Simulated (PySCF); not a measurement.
H$_{4}$As$_{2}$F$_{2}$Ge, singlet, geometry from GFN2-xTB, with bond 8-5 at 2.4 times its length.

Here is a job for PySCF.
```python
from pyscf import gto, scf, mcscf, mrpt
import numpy

mol = gto.Mole()
mol.atom = '''
    F     0.38478914   -1.73842953   -1.11872833
    Ge    0.08628892   -0.37851544    0.06027607
    F     0.31265685   -1.32099099    1.60592076
    As   -2.34400596    0.00850700   -0.05647525
    As    2.11045632    1.01598319   -0.10666802
    H    -2.15994303    1.16579337    0.89474456
    H    -2.09451477    0.96072362   -1.20194993
    H     0.41700773    3.53254759    1.87780296
    H     1.51848416    1.64803370   -1.34282786
'''
mol.basis = 'sto-3g'
mol.verbose = 4
mol.build()

mf = scf.RHF(mol)
mf.kernel()
mc = mcscf.CASCI(mf, 6, 6)
mc.fix_spin_(ss=0.0)
mc.kernel()
occ = numpy.linalg.eigvalsh(mc.fcisolver.make_rdm1(mc.ci, mc.ncas, mc.nelecas))[::-1]
ss = mc.fcisolver.spin_square(mc.ci, mc.ncas, mc.nelecas)[0]
print('natural occupations', occ.round(4), ' <S^2>', round(ss, 4))
e2 = mrpt.NEVPT(mc).kernel()
print('E(NEVPT2) = %.10f' % (mc.e_tot + e2))
```

Problem. What is the computed total energy (CASCI(6,6)+NEVPT2/STO-3G in PySCF)?

Solution. -6668.7753 Eh

Problem. Predict the SCF-reference Mulliken (on the basis functions themselves) charges in atom order from CASCI(6,6)+NEVPT2/STO-3G.

Solution. F1 -0.29, Ge2 0.54, F3 -0.29, As4 0.22, As5 0.20, H6 -0.09, H7 -0.10, H8 -0.09, H9 -0.10

Problem. What is the computed SCF-reference HOMO energy (CASCI(6,6)+NEVPT2/STO-3G)?

Solution. -4.31 eV

Problem. Give the SCF-reference HOMO-LUMO gap at the level CASCI(6,6)+NEVPT2/STO-3G.

Solution. 4.73 eV

Problem. What is the computed NEVPT2 correction (CASCI(6,6)+NEVPT2/STO-3G)?

Solution. -0.1223 Eh
